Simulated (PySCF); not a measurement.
**Mn: ionisation energy**

Mn [Ar] 3d5 4s2 (6S) → Mn⁺ [Ar] 3d5 4s1 (7S), as a difference of total energies. Calculation: PySCF 2.14, in def2-SVP (5s3p2d1f, 31 functions); no relativity, point nucleus. Correlated levels: valence: [Ar] frozen. The calculations carry no spin-orbit coupling.

```csv
method,ionisation energy (eV)
UHF,5.954
BP86,7.346
PBE0,7.017
MP2 (valence),6.603
SCS-MP2 (valence),6.723
```

Question: How much does correlation contribute at MP2 (valence)?

Answer: 6.603 − (5.954) = 0.649 eV, measured against UHF.

These non-relativistic numbers lack the scalar-relativistic shift.

Errors of the correlated levels include the incompleteness of this basis and the frozen core.

MP2 underrates the near-degeneracy of ns² with np² in the lower species.

For comparison: 7.434 eV (measured; NIST Atomic Spectra Database, ionization energies).
